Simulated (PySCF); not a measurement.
# What a mistake does to a calculation on AlBCH6N

All numbers below are calculated, not measured. The program is PySCF 2.14.0, an open-source quantum chemistry code, run on an isolated molecule that a program drew, which may never have been made. The molecule is AlBCH6N (charge 0, doublet), drawn as the SMILES string `[BH][AlH][NH]C`.

Each row is a Hartree-Fock (HF) and frozen-core CCSD(T) single point in the cc-pV(D+d)Z basis, meant for a local HF minimum. Run 1 is clean. Each other run has one planted mistake out of seven kinds, and not every kind appears here: one electron removed, one electron added, multiplicity raised by two, geometry at a saddle point, minimal basis STO-3G, one bond length entered in bohr, all coordinates scaled. The reference is restricted for singlets and unrestricted otherwise, and also for a bond in bohr. Adding or removing an electron swaps singlet and doublet. Electrons count all cores. HOMO and LUMO are orbital energies over both spins, the gradient is its largest component, and the lowest frequency (negative if imaginary) is given only where the gradient is small. Bond lengths are over the 9 bonds as drawn. T1 is the CCSD diagnostic: over 0.02 (restricted) or 0.045 (unrestricted) a single reference is doubtful.

Geometry of the clean run:
```xyz
10
AlBCH6N, angstrom
B    -0.5199   -1.4311    1.5805
Al    0.9353   -1.0695    0.1537
N     0.4976   -0.6775   -1.5168
C    -0.8070   -0.5474   -2.1348
H    -1.3365   -1.6425    2.4198
H     2.4706   -1.1358    0.5247
H     1.2333   -0.5102   -2.1792
H    -1.5940   -0.7321   -1.3995
H    -0.9766    0.4556   -2.5408
H    -0.9547   -1.2645   -2.9494
```

| run | electrons | basis functions | <S^2> | HOMO (eV) | LUMO (eV) | gradient (hartree/bohr) | lowest frequency (cm^-1) | mean bond (Å) | longest bond (Å) | T1 | HF (hartree) | CCSD(T) (hartree) | mistake |
|---|---|---|---|---|---|---|---|---|---|---|---|---|---|
| 1 | 37 | 95 | 0.760 | -7.97 | 1.16 | 1.9e-05 | 124 | 1.3720 | 2.070 | 0.0145 | -362.36070 | -362.86389 | no fault |
| 2 | 38 | 95 | 0.000 | 0.03 | 7.04 | 4.6e-02 | - | 1.3720 | 2.070 | 0.0146 | -362.32182 | -362.86202 | one electron added |
| 3 | 36 | 95 | 0.000 | -14.26 | -6.11 | 5.2e-02 | - | 1.3720 | 2.070 | 0.0307 | -362.10340 | -362.59969 | one electron removed |
| 4 | 37 | 30 | 0.767 | -5.52 | 7.43 | 4.6e-02 | - | 1.3720 | 2.070 | 0.0154 | -357.93467 | -358.13439 | ? |
| 5 | 37 | 95 | 0.758 | -8.04 | 1.21 | 5.8e-02 | - | 1.2842 | 1.937 | 0.0131 | -362.31740 | -362.81085 | ? |

**Which mistake was planted in run 4, and what did it cost?**

It has 30 basis functions where the clean run has 95, with the same electrons and geometry. So the mistake is: minimal basis STO-3G. Subtracting run 1 and multiplying by 627.51 kcal/mol a hartree, the energy moved by 2777.4 kcal/mol in HF and 2967.8 kcal/mol in CCSD(T).

**Which mistake was planted in run 5, and what did it cost?**

The mean and the longest bond both change by the same factor, 0.936, and the gradient is no longer small. So the mistake is: all coordinates scaled. Subtracting run 1 and multiplying by 627.51 kcal/mol a hartree, the energy moved by 27.2 kcal/mol in HF and 33.3 kcal/mol in CCSD(T).

Cautions from the logs. Run 2: the HOMO is above zero, so the electron isn't bound and the energy depends on the basis; run 3: T1 is over the limit, so its CCSD(T) energy is less reliable.
